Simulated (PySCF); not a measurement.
# Deuteron quadrupole couplings in `[C-]#CCCCCC`

Compound: C₇H₁₁ (charge -1).
Structure used (GFN2-xTB), in Å, numbered top down from 1:
```
atom  x, y, z in Å
C1     4.652    0.286   -0.110
C2     3.526   -0.195   -0.013
C3     2.165   -0.790    0.106
C4     1.059    0.266   -0.050
C5    -0.352   -0.315    0.068
C6    -1.439    0.746   -0.092
C7    -2.846    0.167    0.025
H8     2.003   -1.575   -0.662
H9     2.030   -1.286    1.091
H10    1.169    0.752   -1.026
H11    1.197    1.039    0.714
H12   -0.462   -0.798    1.045
H13   -0.488   -1.089   -0.696
H14   -1.327    1.228   -1.068
H15   -1.301    1.516    0.671
H16   -3.012   -0.588   -0.742
H17   -3.599    0.945   -0.092
H18   -2.985   -0.302    0.998
```

Level: PBE0/pcSseg-1 (PySCF, non-relativistic); Q(2H) = 0.00286 b; rigid geometry, the same for H and D, with no vibrational averaging.

Problem. Rank these positions by the coupling χzz of a deuteron there, largest first.
A. H8 (methylene hydrogen)
B. H17 (methyl hydrogen)
C. H13 (methylene hydrogen)

Solution. B (212 kHz), C (203 kHz), A (189 kHz).

Problem. What are Vzz, η and χzz (234.96 MHz × Q × Vzz) at all hydrogens?

Solution. 
```json
{"atom": "H8", "bonded to": "C3", "bond length (Å)": "1.110", "Vzz (au)": "0.2817", "η": "0.03", "χzz (kHz)": "189"}
{"atom": "H9", "bonded to": "C3", "bond length (Å)": "1.110", "Vzz (au)": "0.2818", "η": "0.03", "χzz (kHz)": "189"}
{"atom": "H10", "bonded to": "C4", "bond length (Å)": "1.096", "Vzz (au)": "0.3009", "η": "0.01", "χzz (kHz)": "202"}
{"atom": "H11", "bonded to": "C4", "bond length (Å)": "1.096", "Vzz (au)": "0.3008", "η": "0.01", "χzz (kHz)": "202"}
{"atom": "H12", "bonded to": "C5", "bond length (Å)": "1.095", "Vzz (au)": "0.3021", "η": "0.02", "χzz (kHz)": "203"}
{"atom": "H13", "bonded to": "C5", "bond length (Å)": "1.095", "Vzz (au)": "0.3021", "η": "0.02", "χzz (kHz)": "203"}
{"atom": "H14", "bonded to": "C6", "bond length (Å)": "1.094", "Vzz (au)": "0.3036", "η": "0.02", "χzz (kHz)": "204"}
{"atom": "H15", "bonded to": "C6", "bond length (Å)": "1.094", "Vzz (au)": "0.3037", "η": "0.02", "χzz (kHz)": "204"}
{"atom": "H16", "bonded to": "C7", "bond length (Å)": "1.089", "Vzz (au)": "0.3153", "η": "0.01", "χzz (kHz)": "212"}
{"atom": "H17", "bonded to": "C7", "bond length (Å)": "1.090", "Vzz (au)": "0.3156", "η": "0.01", "χzz (kHz)": "212"}
{"atom": "H18", "bonded to": "C7", "bond length (Å)": "1.089", "Vzz (au)": "0.3153", "η": "0.01", "χzz (kHz)": "212"}
```

Problem. How does χzz go with the bond length over the 11 C–H bonds?

Solution. A straight-line fit has a slope of -10.3 kHz for each 0.01 Å, with a correlation coefficient of -0.98, over lengths from 1.089 to 1.110 Å. The longer bonds have the smaller couplings here.

Problem. A static deuteron (I = 1) shows a doublet split by (3/2)χ, (3/4)χ(1 + η) and (3/4)χ(1 − η) with the field along z, y and x of the gradient. What are these for H14?

Solution. With |χ| = 204.0 kHz and η = 0.015: 306, 155 and 151 kHz, to first order and without motion.

One conformer (not necessarily the lowest) at the GFN2-xTB geometry, without solvent, vibrations or thermal averaging. The pcSseg-1 basis has no diffuse functions, a weakness for an anion. GFN2-xTB bond lengths can be off by several hundredths of an ångström, more for odd bonds, and the gradients follow them. The small basis limits the accuracy of the gradients.
